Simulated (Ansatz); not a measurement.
Input file for GaH4NO, SMILES `[NH2][GaH][OH]`:

```yaml
crystal:
  periodic: [false, false, false]
  atoms:
    - {symbol: N, position_ang: [-0.653038, 1.103667, -0.459317]}
    - {symbol: Ga, position_ang: [-0.142500, -0.450254, 0.301663]}
    - {symbol: O, position_ang: [1.590078, -0.803952, 0.024915]}
    - {symbol: H, position_ang: [-0.021043, 1.690481, -0.976148]}
    - {symbol: H, position_ang: [-1.584005, 1.477960, -0.419183]}
    - {symbol: H, position_ang: [-1.077084, -1.392905, 1.108771]}
    - {symbol: H, position_ang: [1.887593, -1.624997, 0.419309]}
basis:
  gaussian: {orbitals: def2-QZVPP}
correlation: {method: ccsd_t}
```

```sh
$ ansatz run in.yaml --threads 2 --pin off --events-out ev --progress --plain --max-ram 20480MiB --backend cuda --devices 0, --max-vram 18GiB
```

Output of Ansatz, abridged:

```
Functional definition: HF
2012 factors; integrals over basis functions are off by at most 8.6e-4 eV
mean field evaluation 1: about -55914.9771 eV, gradient 5.5e1 eV
mean field evaluation 2: about -55915.0361 eV, gradient 5.5e1 eV
mean field evaluation 4: about -55920.6174 eV, gradient 3.7e0 eV
mean field evaluation 8: about -55920.6656 eV, gradient 3.8e-1 eV
mean field -55920.66592034 eV, -2055.0465681838 hartree, gradient 1.9e-6 eV, S^2 0.000000; 0 other end points of the search recorded, 0 dependent functions left out
11 core orbitals not correlated: weight in the atoms' cores, before any rotation towards them, 1.000 or more for the frozen orbitals, at most 0.000 for the correlated occupied ones
reference -55920.66592034 eV, -2055.0465681838 hartree; 14, 14 occupied and 298, 298 virtual orbitals, 2012 factors
second order -26.60817340 eV of doubles, -0.00000000 eV of singles
cycle   1  -25.42944835 eV  change     1.2e0 eV  update   1.1e-1
cycle   2  -26.02768796 eV  change   -6.0e-1 eV  update   3.5e-2
cycle   3  -26.14967469 eV  change   -1.2e-1 eV  update   1.7e-2
cycle   4  -26.12692561 eV  change    2.3e-2 eV  update   4.6e-3
cycle   5  -26.12288050 eV  change    4.0e-3 eV  update   2.2e-3
cycle   6  -26.12427550 eV  change   -1.4e-3 eV  update   7.1e-4
cycle   7  -26.12433055 eV  change   -5.5e-5 eV  update   2.5e-4
cycle   8  -26.12414467 eV  change    1.9e-4 eV  update   8.4e-5
cycle   9  -26.12413878 eV  change    5.9e-6 eV  update   2.8e-5
perturbative correction -0.90662999 eV, -0.0333180375 hartree
Total energy: -55947.69668911 eV, -2056.0399306138 hartree
```

It took 6 s on 2 threads of an AMD EPYC 7R13 on a shared host and a share of an NVIDIA H100 80 GB, with 0.89 GiB of host memory at the peak.

Correlation energy per correlated electron: -0.965 eV. T1 diagnostic: 0.0139.
